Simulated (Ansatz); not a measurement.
Ge18H24⁻, a nanocrystal cut from hexagonal germanium. Charge -1, multiplicity 2. Geometry PBE-D4/def2-SVP, that of the neutral singlet; atoms count from 1.

| atom | x (Å) | y (Å) | z (Å) |
| --- | --- | --- | --- |
| Ge1 | 1.326 | 0.763 | 4.531 |
| Ge2 | -0.438 | -0.939 | 4.669 |
| Ge3 | 1.707 | 1.386 | 2.194 |
| Ge4 | 2.359 | -0.597 | 0.911 |
| Ge5 | -1.263 | -1.472 | 2.426 |
| Ge6 | 0.586 | -2.304 | 1.050 |
| Ge7 | 2.755 | 0.000 | -1.432 |
| Ge8 | 3.415 | -1.995 | -2.688 |
| Ge9 | -0.214 | -2.858 | -1.198 |
| Ge10 | 1.647 | -3.694 | -2.552 |
| Ge11 | -0.367 | 2.262 | 1.228 |
| Ge12 | -2.141 | 0.556 | 1.367 |
| Ge13 | -0.008 | 2.900 | -1.110 |
| Ge14 | 0.666 | 0.895 | -2.346 |
| Ge15 | -2.980 | 0.044 | -0.877 |
| Ge16 | -1.108 | -0.811 | -2.206 |
| Ge17 | -2.090 | 3.781 | -2.052 |
| Ge18 | -3.858 | 2.083 | -1.911 |
| H19 | 2.642 | 0.208 | 5.152 |
| H20 | 0.909 | 2.020 | 5.351 |
| H21 | 0.124 | -2.224 | 5.343 |
| H22 | -1.608 | -0.413 | 5.552 |
| H23 | 2.828 | 2.467 | 2.082 |
| H24 | 3.667 | -1.197 | 1.518 |
| H25 | -2.388 | -2.552 | 2.490 |
| H26 | 1.187 | -3.583 | 1.714 |
| H27 | 3.864 | 1.097 | -1.507 |
| H28 | 4.741 | -2.569 | -2.109 |
| H29 | 3.672 | -1.622 | -4.177 |
| H30 | -1.349 | -3.924 | -1.096 |
| H31 | 2.218 | -4.997 | -1.919 |
| H32 | 1.144 | -4.043 | -3.983 |
| H33 | -0.825 | 3.514 | 2.040 |
| H34 | -3.306 | 1.128 | 2.235 |
| H35 | 1.131 | 3.964 | -1.188 |
| H36 | 0.876 | 1.262 | -3.849 |
| H37 | -4.089 | -1.050 | -0.779 |
| H38 | -1.603 | -1.124 | -3.654 |
| H39 | -2.524 | 5.058 | -1.275 |
| H40 | -1.867 | 4.185 | -3.539 |
| H41 | -5.047 | 2.632 | -1.069 |
| H42 | -4.395 | 1.764 | -3.337 |

Single mean-field runs in def2-TZVP are fitted with def2-universal-jkfit. The highest occupied level of the charge -1 doublet lies above zero (up to 0.32 eV). By energy differences its removal costs 0.66 eV (vertical, to the charge 0 singlet, at PBE0-D4/def2-TZVP); self-interaction error and the lack of diffuse functions both raise the level.

Estimate the Mulliken populations of the heavy atoms from the PBE0/def2-TZVP orbitals of Ansatz.


| atom | charge (e) | spin (α − β) |
| --- | --- | --- |
| Ge1 | -0.03 | 0.08 |
| Ge2 | -0.03 | 0.08 |
| Ge3 | -0.06 | 0.01 |
| Ge4 | -0.02 | 0.07 |
| Ge5 | -0.06 | 0.01 |
| Ge6 | -0.02 | 0.07 |
| Ge7 | -0.06 | 0.01 |
| Ge8 | -0.03 | 0.08 |
| Ge9 | -0.06 | 0.01 |
| Ge10 | -0.03 | 0.08 |
| Ge11 | -0.02 | 0.07 |
| Ge12 | -0.02 | 0.07 |
| Ge13 | -0.06 | 0.01 |
| Ge14 | -0.02 | 0.07 |
| Ge15 | -0.06 | 0.01 |
| Ge16 | -0.02 | 0.07 |
| Ge17 | -0.03 | 0.08 |
| Ge18 | -0.03 | 0.08 |
Mulliken values and Mayer orders depend strongly on the basis.

Where does the spin sit?

Summed by element: Ge 0.91, H 0.09, of 1 unpaired in all. Largest on single atoms: Ge18 0.08, Ge2 0.08, Ge17 0.08.

And the Mayer bond orders between bonded heavy atoms (over 0.3)?

Ge1–Ge2 0.90 (2.46 Å); Ge1–Ge3 0.78 (2.45 Å); Ge2–Ge5 0.78 (2.45 Å); Ge3–Ge4 0.84 (2.45 Å); Ge3–Ge11 0.84 (2.45 Å); Ge4–Ge6 0.85 (2.47 Å); Ge4–Ge7 0.84 (2.45 Å); Ge5–Ge6 0.84 (2.45 Å); Ge5–Ge12 0.84 (2.45 Å); Ge6–Ge9 0.84 (2.45 Å); Ge7–Ge8 0.78 (2.45 Å); Ge7–Ge14 0.84 (2.45 Å); Ge8–Ge10 0.90 (2.46 Å); Ge9–Ge10 0.78 (2.45 Å); Ge9–Ge16 0.84 (2.45 Å); Ge11–Ge12 0.85 (2.47 Å); Ge11–Ge13 0.84 (2.45 Å); Ge12–Ge15 0.84 (2.45 Å); Ge13–Ge14 0.84 (2.45 Å); Ge13–Ge17 0.78 (2.45 Å); Ge14–Ge16 0.85 (2.47 Å); Ge15–Ge16 0.84 (2.45 Å); Ge15–Ge18 0.78 (2.45 Å); Ge17–Ge18 0.90 (2.46 Å).
